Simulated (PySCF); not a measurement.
Correlation energy of Mn²⁺ (manganese, charge +2)

[Ar] 3d4 4s1, 4s spin antiparallel (an excited configuration). Calculation: PySCF 2.14, in aug-cc-pwCVTZ; the non-relativistic Hamiltonian (point nucleus). Frozen: [Ne]; 13 electrons correlated.

MP2 pair energies summed by pair of shells (mhartree):

```csv
pair,energy,share (%)
3p-3d,-174.36,38.8
3p-3p,-115.20,25.6
3s-3p,-45.61,10.2
3d-3d,-43.51,9.7
3s-3d,-31.29,7.0
3d-4s,-17.78,4.0
3p-4s,-13.64,3.0
3s-3s,-6.65,1.5
3s-4s,-1.16,0.3
```

Total MP2 correlation energy: -449.20 mhartree.

Same-spin part -143.07 and opposite-spin part -306.12 mhartree; SCS-MP2 scales them by 1/3 and 6/5 to -415.04 mhartree.
